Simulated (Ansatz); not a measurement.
Relaxation of BFH5NO (9 atoms, charge 0, multiplicity 1), to a largest force component of 0.03 eV/Å in at most 50 steps.

Computed with RKS PBE-D4/6-31G* in Ansatz.

```xyz
9
Properties=species:S:1:pos:R:3
B 0.019 0.387 -0.504
N -0.049 0.013 2.213
H -0.826 -0.182 2.851
H 0.811 -0.040 2.767
O 1.316 0.037 -0.747
H 1.362 -0.896 -1.025
H -0.924 -0.326 -0.750
F -0.196 1.644 -0.100
H -0.148 1.009 1.928
```

**Question.** Where does it end, and by what steps?

**Answer.** The forces met the threshold. After 26 steps the energy has fallen by 0.355 eV; H3 moved furthest, 1.04 Å. Joined: B1–N2 (2.74 → 1.69 Å).

```
step  energy less start (eV)  largest force component (eV/Å)  accepted
   0                  0.0000                           0.555       yes
   1                 -0.0160                           1.127       yes
   2                 -0.0546                           1.046       yes
   3                 -0.1208                           0.987       yes
   4                 -0.2067                           0.864       yes
   5                 -0.2552                           0.941       yes
   6                 -0.2746                           0.635       yes
   7                 -0.2469                           2.253        no
   8                 -0.3019                           0.235       yes
   9                 -0.3069                           0.082       yes
  10                 -0.3086                           0.088       yes
  11                 -0.3095                           0.172       yes
  12                 -0.3103                           0.134       yes
  13                 -0.3119                           0.064       yes
  14                 -0.3078                           0.687        no
  15                 -0.3147                           0.060       yes
  16                 -0.3168                           0.327       yes
  17                 -0.3219                           0.197       yes
  18                 -0.3350                           0.234       yes
  19                 -0.2734                           0.736        no
  20                 -0.3452                           0.163       yes
  21                 -0.3453                           0.253       yes
  22                 -0.3529                           0.134       yes
  23                 -0.3541                           0.120       yes
  24                 -0.3546                           0.157       yes
  25                 -0.3548                           0.067       yes
  26                 -0.3552                           0.007       yes
```

```xyz
9
Properties=species:S:1:pos:R:3
B 0.036 0.335 0.085
N -0.039 0.278 1.774
H -0.274 -0.664 2.108
H 0.896 0.520 2.132
O 1.191 -0.487 -0.144
H 1.116 -0.903 -1.020
H -1.049 -0.094 -0.305
F 0.207 1.709 -0.147
H -0.717 0.951 2.152
```

Whether the end is a true minimum wasn't checked by a vibrational analysis.

Run time: 54 s on 1 thread of Arm Neoverse V2, with other jobs on the host, peak memory 0.15 GiB.
